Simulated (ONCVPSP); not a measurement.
# P (Z = 15): excitation energies, all-electron against ONCV

| Quantity | Value |
| --- | --- |
| Element | phosphorus (P) |
| Generator | ONCVPSP 4.0.1 |
| Type | optimised norm-conserving Vanderbilt (ONCV) |
| Functional | PBE |
| Relativity | non-relativistic |
| Frozen core | [Ne] |
| Valence charge | 5 |
| Reference configuration | 3s2 3p3 |
| Partial waves | 3s: rc 1.35 bohr, ncon 4, nbas 7, qcut 4.5 1/bohr, 1 projector; 3p: rc 1.75 bohr, ncon 4, nbas 8, qcut 4.4 1/bohr, 1 projector; d scattering state at 0.39 Ha: rc 1.35 bohr, ncon 4, nbas 7, qcut 6.5 1/bohr, 2 projectors, debl 0.3 Ha |
| Local potential | polynomial inside 1.15 bohr (lpopt 2, dvloc0 1 Ha) |
| Core correction | none |

Energies are relative to the spin-unpolarised reference configuration 3s2 3p3; without spin polarisation the order of configurations can differ from experiment.

| valence configuration | charge | ΔE all-electron (eV) | error AE − PS (meV) |
| --- | --- | --- | --- |
| 3s2 3p2 | +1 | 9.742 | +2.1 |
| 3s2 3p0 | +3 | 58.651 | +53 |
| 3s1 3p4 | 0 | 8.447 | +1.1 |

What are ΔE and the potential's error for 3s2 3p1?

ΔE = 28.901 eV all-electron; the error (AE − PS) is +14 meV.
